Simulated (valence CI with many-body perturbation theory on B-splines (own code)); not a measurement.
Forbidden lines of Mo36+

Computed by relativistic CI+MBPT: four valence electrons over a frozen Dirac-Fock core [He], radial functions for each j: 11 s, 11 p, 10 d, 8 f, 5 g, 2 h, with the one-electron correlation potential Σ1 (screened to all orders), the two-electron term Σ2, the three-electron term Σ3, Breit, model QED; selected single and double excitations, second order for the rest, scaled by the run's own slope (own B-spline code, finite nucleus).

No measured spectrum was set against this ion. As an estimate, large intervals hold to a few tenths of a per cent, small ones and those within an open d or f shell to about a per cent. Among the levels kept, up to 970 cm⁻¹ of a level comes from second order outside the variational space, and about a tenth of that is noise between levels of different J, which matters for small intervals.

Lines 1 to 50 of 55 in falling wavelength, among levels below 3473.8 eV, chosen from the decays that carry over 1 % of a level's rate. Wavelengths and rates use the calculated energies. Electric multipoles are in the length gauge, E1 and E2 with the static RPA response of the core. Weak lines are less certain than strong ones. Lines between different terms over intervals too small for the method are left out, as are lines whose strength nearly cancels. The highest levels of a list are the least certain.

Levels are named by their leading jj configuration (3d3/2^4 stands for four electrons in 3d with j = 3/2), which in mixed levels can hold well under half, so a name can repeat and another be missing. Letters in brackets count levels of one name in rising energy.

| λ vac (Å) | Upper | Lower | Type | A (s⁻¹) | Branch % |
| --- | --- | --- | --- | --- | --- |
| 1004 | (2s^2 2p1/2 2p3/2) J=2 | (2s^2 2p1/2 2p3/2) J=1 | M1 | 5.74e+03 | 59.8 |
| 119.8 | (2s^2 2p1/2 2p3/2) J=1 | (2s^2 2p1/2^2) J=0 | M1 | 7.79e+06 | 100.0 |
| 110.5 | (2s^2 2p3/2^2) J=2 | (2s^2 2p1/2 2p3/2) J=2 | M1 | 7.27e+06 | 48.3 |
| 107.0 | (2s^2 2p1/2 2p3/2) J=2 | (2s^2 2p1/2^2) J=0 | E2 | 3.86e+03 | 40.2 |
| 99.56 | (2s^2 2p3/2^2) J=2 | (2s^2 2p1/2 2p3/2) J=1 | M1 | 7.76e+06 | 51.6 |
| 80.73 | (2s^2 2p3/2^2) J=0 | (2s^2 2p1/2 2p3/2) J=1 | M1 | 2.54e+07 | 99.9 |
| 4.749 | (2s^2 2p3/2 3d5/2) J=4 | (2s 2p3/2^3) J=2 | E2 | 3.07e+08 | 4.7 |
| 4.589 | (2s^2 2p3/2 3d5/2) J=4 | (2s 2p1/2 2p3/2^2) J=2 [b] | E2 | 2.22e+08 | 3.4 |
| 4.515 | (2s^2 2p3/2 3d5/2) J=4 | (2s 2p1/2 2p3/2^2) J=3 | E2 | 3.30e+08 | 5.1 |
| 4.498 | (2s 2p1/2 2p3/2 3p3/2) J=4 | (2s 2p1/2 2p3/2^2) J=2 [b] | E2 | 1.08e+09 | 1.3 |
| 4.478 | (2s^2 2p3/2 3p1/2) J=2 | (2s^2 2p3/2^2) J=0 | E2 | 1.27e+10 | 1.7 |
| 4.475 | (2s^2 2p3/2 3d5/2) J=4 | (2s 2p1/2 2p3/2^2) J=2 [a] | E2 | 1.11e+08 | 1.7 |
| 4.458 | (2s 2p3/2^2 3p3/2) J=4 | (2s 2p3/2^3) J=2 | E2 | 9.60e+09 | 8.6 |
| 4.458 | (2s^2 2p1/2 3p1/2) J=1 | (2s^2 2p1/2 2p3/2) J=2 | E2 | 4.21e+10 | 16.7 |
| 4.454 | (2s 2p1/2^2 3p1/2) J=0 | (2s 2p1/2^2 2p3/2) J=2 | E2 | 7.42e+10 | 2.9 |
| 4.438 | (2s^2 2p1/2 3p1/2) J=1 | (2s^2 2p1/2 2p3/2) J=1 | E2 | 4.04e+10 | 16.0 |
| 4.435 | (2s^2 2p3/2 3p1/2) J=1 | (2s^2 2p3/2^2) J=2 | E2 | 4.72e+10 | 4.3 |
| 4.431 | (2s^2 2p3/2 3p1/2) J=2 | (2s^2 2p3/2^2) J=2 | E2 | 5.53e+10 | 7.5 |
| 4.427 | (2s 2p1/2 2p3/2 3p3/2) J=4 | (2s 2p1/2 2p3/2^2) J=3 | E2 | 1.70e+10 | 20.6 |
| 4.426 | (2s^2 2p1/2 3p1/2) J=0 | (2s^2 2p1/2 2p3/2) J=2 | E2 | 7.36e+10 | 6.6 |
| 4.416 | (2s 2p1/2 2p3/2 3p3/2) J=0 [b] | (2s 2p1/2 2p3/2^2) J=2 [b] | E2 | 3.02e+10 | 2.9 |
| 4.412 | (2s 2p3/2^2 3p1/2) J=0 | (2s 2p3/2^3) J=2 | E2 | 5.58e+10 | 18.7 |
| 4.396 | (2s^2 2p1/2 3p3/2) J=1 | (2s^2 2p1/2 2p3/2) J=2 | E2 | 1.85e+10 | 1.1 |
| 4.395 | (2s^2 2p3/2 3p3/2) J=3 | (2s^2 2p3/2^2) J=2 | E2 | 2.67e+10 | 4.6 |
| 4.394 | (2s^2 2p3/2 3p3/2) J=1 | (2s^2 2p3/2^2) J=2 | E2 | 3.12e+10 | 5.3 |
| 4.392 | (2s 2p1/2^2 3p3/2) J=2 | (2s 2p1/2^2 2p3/2) J=2 | E2 | 2.83e+10 | 1.1 |
| 4.391 | (2s^2 2p1/2 3p3/2) J=2 | (2s^2 2p1/2 2p3/2) J=2 | E2 | 2.75e+10 | 6.7 |
| 4.377 | (2s^2 2p1/2 3p3/2) J=1 | (2s^2 2p1/2 2p3/2) J=1 | E2 | 2.07e+10 | 1.2 |
| 4.373 | (2s 2p3/2^2 3p3/2) J=0 | (2s 2p3/2^3) J=2 | E2 | 1.91e+10 | 1.3 |
| 4.372 | (2s^2 2p1/2 3p3/2) J=2 | (2s^2 2p1/2 2p3/2) J=1 | E2 | 1.28e+10 | 3.1 |
| 4.351 | (2s 2p1/2 2p3/2 3d5/2) J=5 | (2s 2p1/2 2p3/2^2) J=3 | M2 | 7.40e+08 | 15.0 |
| 4.349 | (2s^2 2p3/2 3p3/2) J=0 | (2s^2 2p3/2^2) J=2 | E2 | 9.15e+10 | 4.1 |
| 4.318 | (2s 2p3/2^2 3p3/2) J=4 | (2s 2p1/2 2p3/2^2) J=2 [b] | E2 | 1.41e+09 | 1.3 |
| 4.317 | (2s^2 2p3/2 3d5/2) J=4 | (2s 2p1/2^2 2p3/2) J=2 | E2 | 5.17e+08 | 8.0 |
| 4.314 | (2s^2 2p3/2 3d5/2) J=4 | (2s^2 2p3/2^2) J=2 | M2 | 6.83e+08 | 10.5 |
| 4.310 | (2s 2p1/2 2p3/2 3p3/2) J=0 [b] | (2s 2p1/2 2p3/2^2) J=2 [a] | E2 | 1.78e+10 | 1.7 |
| 4.252 | (2s 2p3/2^2 3p3/2) J=4 | (2s 2p1/2 2p3/2^2) J=3 | E2 | 2.67e+10 | 24.0 |
| 4.238 | (2s 2p3/2^2 3p3/2) J=0 | (2s 2p1/2 2p3/2^2) J=2 [b] | E2 | 3.87e+10 | 2.6 |
| 4.236 | (2s 2p1/2 2p3/2 3p3/2) J=4 | (2s 2p1/2^2 2p3/2) J=2 | E2 | 4.69e+10 | 56.9 |
| 4.227 | (2s^2 2p3/2 3p3/2) J=3 | (2s^2 2p1/2 2p3/2) J=2 | E2 | 2.12e+10 | 3.6 |
| 4.226 | (2s^2 2p3/2 3p3/2) J=1 | (2s^2 2p1/2 2p3/2) J=2 | E2 | 2.91e+10 | 5.0 |
| 4.218 | (2s^2 2p1/2 3p3/2) J=2 | (2s^2 2p1/2^2) J=0 | E2 | 3.60e+10 | 8.7 |
| 4.217 | (2s 2p3/2^2 3p3/2) J=4 | (2s 2p1/2 2p3/2^2) J=2 [a] | E2 | 3.29e+10 | 29.6 |
| 4.210 | (2s^2 2p3/2 3p3/2) J=3 | (2s^2 2p1/2 2p3/2) J=1 | E2 | 2.53e+10 | 4.4 |
| 4.184 | (2s^2 2p3/2 3p3/2) J=0 | (2s^2 2p1/2 2p3/2) J=2 | E2 | 4.26e+10 | 1.9 |
| 4.167 | (2s 2p1/2 2p3/2 3d5/2) J=5 | (2s 2p1/2^2 2p3/2) J=2 | E3 | 8.14e+07 | 1.7 |
| 4.152 | (2s^2 2p3/2 3d5/2) J=4 | (2s^2 2p1/2 2p3/2) J=2 | M2 | 1.82e+08 | 2.8 |
| 4.021 | (2s 2p1/2 2p3/2 3d3/2) J=4 | (2s^2 2p1/2 2p3/2) J=2 | E2 | 4.53e+10 | 4.3 |
| 4.015 | (2p1/2^2 2p3/2 3d3/2) J=2 | (2s 2p1/2^2 2p3/2) J=1 | E2 | 9.19e+10 | 2.1 |
| 3.958 | (2s 2p3/2^2 3d5/2) J=2 [b] | (2s^2 2p3/2^2) J=0 | E2 | 2.62e+11 | 1.4 |
